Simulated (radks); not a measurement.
Effect of the nuclear size on the chlorine ion Cl2+, [Ne] 3s2 3p3. Method: Dirac Kohn-Sham, relativistic LDA (MacDonald-Vosko exchange, VWN5 correlation), spin-unpolarised, spherical densities, finite nucleus; open shells are shared between the two j in proportion to 2j + 1; Fermi nuclear charge, rms radius 3.3654 fm; computed with a radial shooting solver on a logarithmic mesh with Libxc functionals. The rms radius is varied about that value; shifts are against it.

rms radius (fm)  total energy shift (eV)  density at nucleus (e/bohr^3)  1s1/2 shift (meV)  2s1/2 shift (meV)
2.9683                          -0.00309                           3568              -1.29             -0.094
3.0591                          -0.00242                           3566              -1.01             -0.073
3.3654                                 0                           3560              0.000              0.000
3.675                            0.00267                           3554               1.12              0.081
3.8164                           0.00397                           3551               1.66              0.120

Slopes of the eigenvalues against <r^2> in GHz/fm^2, as finite differences over the two radii next to the reference (eigenvalue slopes, not the field-shift constants of lines): 1s1/2 124, 2s1/2 9.00.
